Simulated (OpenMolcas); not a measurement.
Zr II.

```yaml
Program: OpenMolcas 26.06
Method: CASSCF
Basis: ANO-RCC-VQZP [8s7p5d3f2g1h]
Scalar_Hamiltonian: DKH2, point nucleus
Active_space: 3 electrons in 6 orbitals (4d 5s)
State_averaging: 2S+1 = 4 even, 20 roots; 2S+1 = 2 even, 70 roots kept (CI in the orbitals of an earlier block)
Spin-orbit_coupling: RASSI with atomic mean-field integrals over the reference wave functions, term energies averaged over their components
```

Levels without dynamic correlation, in cm-1 above 4d2 5s 4F 3/2:

```csv
Level,E
4d2 5s 2D 3/2(1),6271
4d2 5s 2F 5/2,9167
4d2 5s 4P 1/2,9334
```

On this reference, MS-CASPT2, IPEA 0.25 Eh, imaginary shift 0.1 Eh (closed shells correlated: 4s 4p) puts 4d2 5s 2D 3/2(1) at 3310 cm-1.

Task: Estimate the other levels at that method by one scale factor, and say how well it serves.

Result: The factor is 3310 / 6271 = 0.528. Scaled values beside those that MS-CASPT2 gives and measured ones (NIST Handbook of Basic Atomic Spectroscopic Data):
```json
{"Level": "4d2 5s 2F 5/2", "Scaled": "4840", "MS-CASPT2": "4560", "Miss (%)": "+6.1", "Measured": "5753"}
{"Level": "4d2 5s 4P 1/2", "Scaled": "4928", "MS-CASPT2": "7780", "Miss (%)": "-36.7", "Measured": ""}
```
For these levels the scaled values miss MS-CASPT2 by up to 36.7 %, as correlation changes each term by its own factor, spin-orbit parts do not scale and CASPT2 has its own spread within terms. This holds within one configuration; levels of others move differently, and the target method has errors of its own against measurement.

CASPT2 breaks the degeneracy within a term, and the mean is taken; among the terms shown or strongly mixed into the levels shown the widest spread is 970 cm-1 (4d2 5s 2F, MS-CASPT2). Over all roots computed the reference weight is 0.87 to 0.93 in MS-CASPT2; the roots of lowest weight are the least certain, and an intruder state may touch them. Terms from blocks run as CI alone lack orbitals of their own. Configurations are named by rounded mean occupations; where the s occupation lies near a half they are strongly mixed, a name can repeat and a true partner stay unpaired. Without dynamic correlation excited terms often stand tens of per cent too high (terms of higher spin than the ground term too low), and those without a measured partner can miss by more than the paired ones (holds for CASSCF). Some terms miss by over 15 % even with CASPT2, which points to a basis or an active space too small for the shells correlated (holds for MS-CASPT2). Computed and measured levels are paired by configuration, term and J; levels that our copy of the source lacks, or whose pairing is in doubt (as where it misses far off the trend of its configuration), stay unpaired and out of the deviations. Levels of configurations outside the active space are missing.

A number in round brackets counts repeated terms of one configuration in the order of the reference energies.
